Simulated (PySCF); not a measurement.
## Shapes and spin states of MoN(OH)

All numbers come from PBE0 in PySCF with Mo def2-TZVP with ECP28, N def2-TZVP, O def2-TZVP, H def2-TZVP; scalar-relativistic core potentials, no spin–orbit coupling; density-fitted integrals.

Relaxations began from a few typed shapes and spin states; open shells are unrestricted. The search is not exhaustive: other isomers or separated fragments can lie lower, and high-lying points may rest on an excited occupation.

(1) Order these stationary points by electronic energy, lowest first, in kJ/mol from the lowest minimum.
A. singlet (closed shell, unstable to spin polarisation) Cs: Mo–N 1.617 Å, Mo–O 1.869 Å, O–H 0.961 Å; H–O–Mo 119.9°, N–Mo–O 105.9°
B. singlet (closed shell, unstable to spin polarisation) Cs: Mo–N 1.610 Å, Mo–O 1.886 Å, O–H 0.961 Å; H–O–Mo 123.1°, N–Mo–O 105.0°
C. triplet Cs: Mo–N 1.622 Å, Mo–O 1.914 Å, O–H 0.959 Å; H–O–Mo 121.8°, N–Mo–O 112.9°
D. broken-symmetry Ms = 0 (⟨S²⟩ 0.99) Cs: Mo–N 1.618 Å, Mo–O 1.904 Å, O–H 0.959 Å; H–O–Mo 121.8°, N–Mo–O 111.8°

(2) Which of them are minima?

Answers

(1) C (0.0), D (31.7), A (87.9), B (105.8).

(2) By energy in kJ/mol, 0.0: minimum; 31.7: minimum; 87.9: minimum of the closed-shell surface only; 105.8: minimum of the closed-shell surface only.

For the lowest minimum: with open d or f shells other occupations or spin states may lie lower.

The electron or spin density has lower symmetry than the nuclear frame for the broken-symmetry Ms = 0 (⟨S²⟩ 0.99) Cs at 31.7 kJ/mol.
